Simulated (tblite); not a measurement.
Start geometry of `N#CC[Si@H](F)N[SiH2]CF` from a force field or distance geometry (Å):
```
atom  x, y, z in Å
N1    -3.192    1.854    1.073
C2    -3.008    0.960    0.396
C3    -2.736   -0.189   -0.466
Si4   -0.968   -0.580   -0.701
F5    -0.604   -1.896    0.328
N6     0.173    0.706   -0.335
Si7    1.434    0.013    0.739
C8     3.131    0.055   -0.015
F9     3.843    1.125    0.491
H10   -3.265   -1.118   -0.087
H11   -3.218    0.032   -1.448
H12   -0.740   -1.010   -2.096
H13   -0.243    1.542    0.121
H14    1.520    0.713    2.023
H15    1.094   -1.388    1.063
H16    3.102    0.058   -1.106
H17    3.669   -0.863    0.310
```

Q: What comes out of this run: GFN2-xTB geometry optimisation, gas phase (tblite 0.8.0)?

A: 
```
atom  x, y, z in Å
N1    -3.3788    1.6873    0.9399
C2    -3.0391    0.8818    0.2004
C3    -2.5606   -0.1192   -0.6949
Si4   -0.6568   -0.0445   -0.8503
F5    -0.2166   -1.5332   -1.2925
N6    -0.0257    0.2375    0.7264
Si7    1.5961    0.0920    1.3372
C8     2.6664   -0.4958   -0.1329
F9     2.5991    0.4278   -1.1614
H10   -2.8618   -1.0977   -0.3160
H11   -3.0272    0.0231   -1.6694
H12   -0.1893    0.8327   -1.9047
H13   -0.6664    0.6874    1.3629
H14    2.0615    1.4021    1.7937
H15    1.6451   -0.9364    2.3802
H16    2.3234   -1.4429   -0.5528
H17    3.7236   -0.5900    0.1232
```

The energy falls by 1.184 eV over 255 L-BFGS steps, the largest force on an atom goes from 2.77 to 0.009 eV/Å, and the atoms move by 1.166 Å rms after alignment. The bond that changes most is Si4–F5 (fluorine-bound silicon to silicon-bound fluorine), which shortens by 0.095 Å. Bonds longer at the end by more than 0.005 Å: 3 of 16; shorter: 10. Among the angles that change most is Si4–N6–Si7, from 107.3° to 130.5°. Among the dihedrals that turn most is Si4–N6–Si7–H14, from -121° to 118°. Rotational constants go from 2104, 541.3, 472.7 to 1914, 660.3, 555.0 MHz. The orientation of the end geometry is arbitrary; only internal coordinates are fixed.

Its GFN2-xTB frequencies are all real (lowest 24 cm⁻¹). One conformer, not necessarily the lowest.

The numbers are calculated, not measured.
